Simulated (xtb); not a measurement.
Ge(F)2(Cl)(Me) (CH3ClF2Ge), SMILES [F][Ge]([Cl])([F])[CH3]. All values are semi-empirical tight-binding results from xtb (GFN2-xTB unless named), good for trends rather than for accurate numbers. Coordinates come from a GFN2-xTB optimisation. The structure was generated by enumeration, and PubChem lists no compound with its InChIKey, so it may never have been made.

Optimised geometry:

```xyz
8

C     -2.1130    -0.1593     0.1571
Ge    -0.1486     0.0968     0.1119
F      0.4715    -0.0261     1.7463
F      0.1883     1.7877    -0.2008
Cl     1.1114    -1.0232    -1.1139
H     -2.3423    -1.2133     0.2741
H     -2.5447     0.2090    -0.7682
H     -2.5119     0.4003     0.9983
```

For metal compounds this method's bond lengths and energies can be far off.

```json
{
 "orbital_gap": "6.36 eV",
 "zero_point_energy": "24.9 kcal/mol",
 "G − E(el) at 298.15 K (modified RRHO)": "3.7 kcal/mol"
}
```

Computed atomic charges and the Wiberg bond orders between heavy atoms:
charges (e) C1 -0.13, Ge2 0.42, F3 -0.26, F4 -0.26, Cl5 -0.06, H6 0.09, H7 0.09, H8 0.11. Bond orders C1–Ge2 0.82, Ge2–F3 1.04, Ge2–F4 1.04, Ge2–Cl5 1.18.
